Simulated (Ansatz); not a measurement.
`[O]=[Sn]`. The species carries charge 0 and has multiplicity 1. Correlated methods include outer-core shells of Sn, which these sets cover unevenly. Sn takes the def2 core potential.

Cartesian coordinates in Å:
```
O 0.031 0.905 -0.075
Sn -0.031 -0.905 0.075
```

(1) Give the diagnostics of a CCSD(T)/def2-TZVPP run (frozen core, the Gaussian-basis code of Ansatz). (Best estimate.)

## Answers

(1) The calculation gave: T1 = 0.0325, largest single amplitude 0.089, largest double 0.065, (T) share of the correlation energy 4.8 %, 12 CCSD cycles. The RHF solution is unstable towards an unrestricted one. T1 lies over the customary mark of 0.02 for closed shells.
